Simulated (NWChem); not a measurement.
Molecule: CH₆OTi; SMILES C[O][TiH3]

```xyz
9

Ti     0.0001     0.0001    -0.9841
O      0.0002     0.0004     0.7327
C      0.0000     0.0000     2.1229
H      0.9949    -0.2829     2.5024
H     -0.2527     1.0029     2.5025
H     -0.7424    -0.7203     2.5020
H     -1.5575     0.4641    -1.4785
H      0.3768    -1.5810    -1.4782
H      1.1808     1.1167    -1.4789
```
Atoms are numbered in this order, from 1.

Geometry: optimised at PBE0/def2-SVP. B3LYP is NWChem's, with the RPA form of VWN correlation.

Problem. List the 6 lowest vertical singlet excitations from B3LYP/6-31G* (spherical d), TDA (NWChem).

Solution. 
| state | energy (eV) | oscillator strength | leading excitation (squared amplitude) |
|---|---|---|---|
| S1 | 3.65 | 0.000 | HOMO−1 → LUMO (0.48) |
| S2 | 3.81 | 0.001 | HOMO → LUMO+1 (0.30) |
| S3 | 3.81 | 0.001 | HOMO → LUMO (0.30) |
| S4 | 4.19 | 0.003 | HOMO−1 → LUMO+1 (0.41) |
| S5 | 4.54 | 0.000 | HOMO → LUMO+2 (0.84) |
| S6 | 4.54 | 0.000 | HOMO−1 → LUMO+2 (0.84) |
